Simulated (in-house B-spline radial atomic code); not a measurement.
Response and correlation of the cerium ion Ce⁴⁶⁺

Closed shell [Ne] 3s2. Computed with an all-electron radial atomic-structure program (B-spline basis): Dirac-Hartree-Fock, relativistic RPA (time-dependent Dirac-Hartree-Fock) for the response and second-order many-body perturbation theory for correlation, no-pair Dirac-Coulomb Hamiltonian, finite nucleus.

| multipole (bohr³, bohr⁵, bohr⁷) | uncoupled | coupled RPA |
| --- | --- | --- |
| dipole | 0.0085574 | 0.010027 |
| quadrupole | 0.00018738 | ? |
| octupole | 7.2443e-06 | 7.4658e-06 |

(1) What is the coupled quadrupole polarisability?

(2) Which subshells carry the dipole polarisability?

(3) What does the dipole shielding factor come to?

Dipole polarisability at imaginary frequency:

```
u (Eh)  α(iu) (bohr³)
     0        0.01003
  6.44       0.005335
  16.1       0.001962
  32.2      0.0007742
  48.3      0.0004801
  64.4      0.0003555
  96.7      0.0002397
   129      0.0001813
   161      0.0001446
   226      9.859e-05
   322        6.2e-05
   483      3.361e-05
   644      2.085e-05
   967      1.017e-05
  1610      3.964e-06
  3220      1.055e-06
```

(4) What dispersion coefficients follow for two such ions (the dispersion part alone)?

Lowest J = 1 odd-parity excitations:

```csv
energy (eV),oscillator strength,leading channel,weight
101.52,0.0463,3s1/2 → p1/2,0.98
241.98,0.505,3s1/2 → p3/2,0.979
1821.4,0.221,3s1/2 → p1/2,0.999
1871,0.375,3s1/2 → p3/2,0.999
2581.6,0.0616,3s1/2 → p1/2,0.999
2606.2,0.111,3s1/2 → p3/2,0.999
2986.1,0.0275,3s1/2 → p1/2,0.999
3000.3,0.051,3s1/2 → p3/2,0.999
```

Second-order correlation energy by the highest angular momentum of the excited pair (hartree): s -0.02151, p -0.2447, d -0.2429, f -0.059, g -0.02169, h -0.008157, i -0.003721, k -0.001926.

(5) What is the second-order correlation energy at the partial-wave limit?

Results:

(1) 0.00021341 atomic units, +14 % against the uncoupled value.

(2) 3s1/2 99.6 %, 2p3/2 0.3 %, 2p1/2 0.1 %.

(3) The dipole shielding factor is 0.207, against the exact N/Z = 12/58 = 0.207 of the non-relativistic theorem.

(4) C6 = (3/π)∫α(iu)²du = 0.0005395 hartree·bohr⁶ and C8 = 8.852e-05 hartree·bohr⁸.

(5) The listed waves sum to -0.60365 hartree; extrapolating the increments as (l + 1/2)⁻⁴ gives -0.60759 hartree, -1.38 eV per electron.
